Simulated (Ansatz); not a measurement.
Total energies of `Sc1ccc(-c2ccc(-c3ccc(-c4ccc(-c5ccc(-c6ccc(S)o6)o5)o4)o3)o2)o1` from Ansatz at PBE0-D4/def2-TZVP, gas phase (1 Eh = 27.2114 eV = 2625.5 kJ/mol). The reference geometry is relaxed at PBE-D4/def2-SVP.

| state | geometry | energy (Eh) |
| --- | --- | --- |
| charge 0 singlet | reference | -2169.36923 |
| charge 1 doublet | reference | -2169.15582 |
| charge -1 doublet | reference | -2169.40416 |
| free S atom (triplet) | – | -397.97371 |
| free C atom (triplet) | – | -37.80537 |
| free O atom (triplet) | – | -75.01860 |
| free H atom (doublet) | – | -0.50104 |

Single mean-field runs in def2-TZVP are fitted with def2-universal-jkfit.

(1) Work out the vertical ionisation energy to the doublet.

(2) Work out the vertical electron affinity, to the doublet.

(3) Give the fundamental gap IE − EA, the Mulliken electronegativity (IE + EA)/2 and the hardness (IE − EA)/2.

(4) What is the binding energy per atom against free atoms?

(1) E(charge 1 doublet) − E(charge 0 singlet) = -2169.15582 − (-2169.36923) = 0.21341 Eh = 5.81 eV. For comparison, −ε of the highest occupied level is 4.83 eV at this level, 0.98 eV less.

(2) E(charge 0 singlet) − E(charge -1 doublet) = -2169.36923 − (-2169.40416) = 0.03493 Eh = 0.95 eV. The basis lacks diffuse functions, which makes affinities too small.

(3) From the values in Eh: IE − EA = 0.21341 − 0.03493 = 0.17848 Eh = 4.86 eV; (IE + EA)/2 = 3.38 eV; (IE − EA)/2 = 2.43 eV. The HOMO–LUMO gap of the same run is 2.97 eV, 1.89 eV smaller than the fundamental gap.

(4) Atoms: 2 × (-397.97371) + 24 × (-37.80537) + 6 × (-75.01860) + 14 × (-0.50104) = -2160.40246 Eh. Binding: -2160.40246 − (-2169.36923) = 8.96677 Eh = 244.00 eV, or 5.30 eV for each of 46 atoms (no zero-point energy, no counterpoise term).

At PBE0-D4/def2-TZVP the highest occupied level of the charge -1 doublet lies above zero (up to 0.03 eV). By energy differences its removal costs 0.95 eV (vertical, to the charge 0 singlet, at PBE0-D4/def2-TZVP); self-interaction error and the lack of diffuse functions both raise the level.
